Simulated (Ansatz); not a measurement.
Cost and result for the atomization energy of C₂H₇B₂FO (13 atoms, 13 bonds).

```xyz
13

B    -0.073    0.715    1.135
C    -0.721   -0.614    0.408
B    -1.552    0.119   -0.570
F    -1.089   -1.629    1.194
O     0.719   -0.486    0.491
C     1.483   -0.351   -0.718
H    -0.079    0.632    2.323
H     0.091    1.745    0.558
H    -2.732    0.057   -0.411
H    -1.071    0.786   -1.430
H     1.405   -1.288   -1.268
H     2.508   -0.169   -0.402
H     1.109    0.481   -1.312
```

Total charge 0; spin multiplicity 1. The bonds changed during the relaxation, so this is another structure than the one it started from. Geometry: relaxed with PBE0-D4/def2-TZVP. It is one conformer, not always the lowest. Program: Ansatz. All runs use 4 threads of a server CPU on a shared host. Times are those of one run each, without the atoms' runs, and a repeat can differ threefold. Electronic energies, without spin–orbit coupling; frozen cores. CCSD(T)/CBS adds CCSD(T) − MP2 in def2-TZVPP to the MP2 limit, and its time is that of the two runs behind it. T1 = 0.013. B3LYP takes the VWN-RPA correlation (the form of Gaussian; ORCA's B3LYP/G).

CCSD(T)/CBS is a level of theory with its own doubt, some kJ/mol a heavy atom from the limit and from the frozen cores, so smaller differences don't rank the functionals.

| level | functions | wall time |
| --- | --- | --- |
| LDA (SPW92)/def2-TZVPP | 284 | 1.6 s |
| PBE-D4/def2-TZVPP (with forces) | 284 | 3.2 s |
| BHLYP-D4/def2-TZVPP | 284 | 3.8 s |
| CAM-B3LYP-D4/def2-TZVPP | 284 | 4.3 s |
| B3LYP-D4/def2-TZVPP (with forces) | 284 | 6.5 s |
| r2SCANh-D4/def2-TZVPP | 284 | 6.5 s |
| B2PLYP/def2-TZVPP | 284 | 8 s |
| PBE-QIDH/def2-TZVPP | 284 | 8 s |
| CCSD(T)/def2-SVP | 119 | 12 s |
| B97M-V/def2-TZVPP | 284 | 12 s |
| MP2/def2-QZVPP | 552 | 36 s |
| CCSD(T)/def2-TZVPP | 284 | 6.1 min |
| CCSD(T)/CBS(def2) | – | 6.7 min |

(1) What atomization energy does each give, and how far from CCSD(T)/CBS? (An estimate is asked.)

## Answers

(1) The calculation gave: 
```json
{"level": "LDA (SPW92)/def2-TZVPP", "atomization (kJ/mol)": "5627.8", "difference from CCSD(T)/CBS": "810.4", "per bond": "62.3"}
{"level": "PBE-D4/def2-TZVPP (with forces)", "atomization (kJ/mol)": "4976.3", "difference from CCSD(T)/CBS": "158.9", "per bond": "12.2"}
{"level": "BHLYP-D4/def2-TZVPP", "atomization (kJ/mol)": "4694.3", "difference from CCSD(T)/CBS": "-123.1", "per bond": "-9.5"}
{"level": "CAM-B3LYP-D4/def2-TZVPP", "atomization (kJ/mol)": "4881.2", "difference from CCSD(T)/CBS": "63.8", "per bond": "4.9"}
{"level": "B3LYP-D4/def2-TZVPP (with forces)", "atomization (kJ/mol)": "4848.7", "difference from CCSD(T)/CBS": "31.3", "per bond": "2.4"}
{"level": "r2SCANh-D4/def2-TZVPP", "atomization (kJ/mol)": "4848.7", "difference from CCSD(T)/CBS": "31.3", "per bond": "2.4"}
{"level": "B2PLYP/def2-TZVPP", "atomization (kJ/mol)": "4795.5", "difference from CCSD(T)/CBS": "-21.9", "per bond": "-1.7"}
{"level": "PBE-QIDH/def2-TZVPP", "atomization (kJ/mol)": "4824.3", "difference from CCSD(T)/CBS": "6.9", "per bond": "0.5"}
{"level": "CCSD(T)/def2-SVP", "atomization (kJ/mol)": "4618.6", "difference from CCSD(T)/CBS": "-198.8", "per bond": "-15.3"}
{"level": "B97M-V/def2-TZVPP", "atomization (kJ/mol)": "4855.5", "difference from CCSD(T)/CBS": "38.1", "per bond": "2.9"}
{"level": "MP2/def2-QZVPP", "atomization (kJ/mol)": "4877.2", "difference from CCSD(T)/CBS": "59.8", "per bond": "4.6"}
{"level": "CCSD(T)/def2-TZVPP", "atomization (kJ/mol)": "4708.8", "difference from CCSD(T)/CBS": "-108.6", "per bond": "-8.4"}
{"level": "CCSD(T)/CBS(def2)", "atomization (kJ/mol)": "4817.4", "difference from CCSD(T)/CBS": "0.0", "per bond": "0.0"}
```

At CCSD(T), def2-SVP lies −198.8 kJ/mol from the extrapolated value and def2-TZVPP −108.6 kJ/mol: correlation converges slowly with the basis, and small sets miss more of it in the bonded molecule than in its fragments. The D4 term adds +39.6 kJ/mol with B3LYP and +20.7 kJ/mol with PBE0; it sums over pairs of atoms, weighted by their polarisabilities, and B3LYP, whose exchange is more repulsive, gets the larger term. From PBE to PBE0 (25 % exact exchange), in def2-TZVPP and without D4, the atomization energy moves by −97.9 kJ/mol: exact exchange takes away binding that semilocal exchange gives to molecules.
